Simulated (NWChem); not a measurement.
Basis-set convergence for thionyl fluoride (F2OS)

```xyz
4

O     -1.3917    -0.3297     0.0000
S     -0.1604     0.4112     0.0000
F      0.7611    -0.2190     1.1690
F      0.7611    -0.2190    -1.1690
```
Charge 0, spin multiplicity 1.

Everything below was run with NWChem. Structure: optimised with PBE0/def2-SVP, a minimum by its harmonic frequencies.

Quantity: vertical ionisation energy at the level ΔMP2 (Δ: difference of total energies, the cation a doublet at the parent's geometry with its hole in an orbital of symmetry a' (Cs labels); it is the state that the SCF runs reached, from PBE0 orbitals for Hartree-Fock references, and need not be the lowest).

The correlated methods keep 8 core orbitals frozen. The Pople sets run with spherical d functions. The stability of the SCF solutions was not checked. Open-shell Hartree-Fock references start from PBE0 orbitals; any time given for them includes that run.

The cost column gives rough processor time relative to STO-3G; each entry includes its own SCF.

### Question
In def2-QZVP the value is 13.36 eV. Among STO-3G, 3-21G, cc-pVDZ, pcseg-1, 6-31G*, 6-31+G*, 6-311G**, cc-pVTZ, def2-TZVPD, which is the smallest basis within 0.1 eV of it?

### Answer
def2-TZVPD, with 166 functions against 241 and about 9 % of the time. def2-QZVP isn't the basis-set limit itself, and a small set can land close by cancellation.

| basis | functions | vertical ionisation energy (eV) | relative cost |
|---|---|---|---|
| STO-3G | 24 | 6.21 | 1 |
| 3-21G | 40 | 11.89 | under 3 |
| cc-pVDZ | 60 | 12.66 | 6 |
| pcseg-1 | 60 | 13.05 | 3 |
| 6-31G* | 60 | 12.72 | 3 |
| 6-31+G* | 76 | 13.11 | 5 |
| 6-311G** | 80 | 12.93 | 4 |
| cc-pVTZ | 124 | 13.12 | 30 |
| def2-TZVPD | 166 | 13.28 | 50 |
| def2-QZVP | 241 | 13.36 | 600 |
